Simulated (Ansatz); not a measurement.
Basis-set extrapolation for `[SiH3]O[Si](Cl)(Cl)Cl` (PBE0-D4/def2-TZVP geometry, frozen core, the Gaussian-basis code of Ansatz). Multiplicity 1, RHF reference.

```
                       def2-TZVPP    def2-QZVPP
                 HF  -2033.341776  -2033.402674
    MP2 correlation     -1.031048     -1.129124
CCSD(T) correlation     -1.141818       not run
```

Energies in hartree. Use E(X) = E(∞) + A·exp(−7.88·√X) for Hartree–Fock and E(X) = E(∞) + B·X^(−2.97) for correlation, with X = 3 and 4, and add CCSD(T) minus MP2 of the smaller set to the MP2 limit.

Question: What is the CCSD(T) energy at the basis-set limit?

Answer: HF limit: -2033.402674 + (-0.060898) × 0.13774 = -2033.41106. MP2 limit: -1.129124 + (-0.098076) × 0.74074 = -1.20177. Higher-order term: -1.141818 − (-1.031048) = -0.11077. Total: -2034.72360 hartree, 630.1 kJ/mol below CCSD(T)/def2-TZVPP.
